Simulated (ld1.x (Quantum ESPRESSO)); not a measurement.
**Transferability test, PAW potential for Ag**

ld1.x (Quantum ESPRESSO) 7.5 input, shortened:

```
&input
   title='Ag', zed=47., rel=1, dft='PZ', iswitch=3,
   config='[Kr] 4d10 5s0.75 5p0.25'
 /
 &inputp
   pseudotype=3, lpaw=.true., tm=.true., lloc=-2, rcloc=3.00,
   nlcc=.true., new_core_ps=.true.,
   which_augfun='PSQ', rmatch_augfun_nc=.true.
 /
6
5S  1  0   0.75   0.00  1.70  2.25  0.0
5S  1  0   0.00   0.15  1.70  2.25  0.0
5P  2  1   0.25   0.00  3.25  4.45  0.0
5P  2  1   0.00   0.25  3.25  4.45  0.0
4D  3  2  10.00   0.00  1.15  1.30  0.0
4D  3  2   0.00  -0.25  1.15  1.30  0.0
 &test
   configts(1)='4d10 5s0.75 5p0.25'
 /
```

Energies are relative to the spin-unpolarised reference configuration 4d10 5s0.75 5p0.25; without spin polarisation the order of configurations can differ from experiment. Spin-polarised rows fill each open shell by Hund’s rule, majority spin first.

```json
{"valence configuration": "4d10 5s1 5p0", "charge": "0", "ΔE all-electron (eV)": "-0.973", "error AE − PS (meV)": "+0.1"}
{"valence configuration": "4d10 5s0 5p0", "charge": "+1", "ΔE all-electron (eV)": "7.129", "error AE − PS (meV)": "-2.9"}
{"valence configuration": "4d9 5s0 5p0", "charge": "+2", "ΔE all-electron (eV)": "29.512", "error AE − PS (meV)": "-58"}
{"valence configuration": "4d10 5s0 5p1", "charge": "0", "ΔE all-electron (eV)": "3.048", "error AE − PS (meV)": "-0.7"}
{"valence configuration": "4d7 5s0 5p0", "charge": "+4", "ΔE all-electron (eV)": "117.873", "error AE − PS (meV)": "-1138"}
{"valence configuration": "4d8 5s0 5p0", "charge": "+3", "ΔE all-electron (eV)": "65.946", "error AE − PS (meV)": "-365"}
{"valence configuration": "4d10 5s0.5 5p0", "charge": "+0.5", "ΔE all-electron (eV)": "2.212", "error AE − PS (meV)": "-0.7"}
{"valence configuration": "4d10 5s1 5p0 (spin-polarised)", "charge": "0", "ΔE all-electron (eV)": "-1.122", "error AE − PS (meV)": "-0.1"}
```

(1) What are ΔE and the potential's error for 4d10 5s0.75 5p0.25 (spin-polarised)?

Levels in the configuration 4d10 5s1 5p0:

| level | all-electron (eV) | pseudo (eV) |
| --- | --- | --- |
| 4d | -7.662 | -7.663 |
| 5s | -4.720 | -4.719 |

Results:

(1) ΔE = -0.132 eV all-electron; the error (AE − PS) is -0.1 meV.
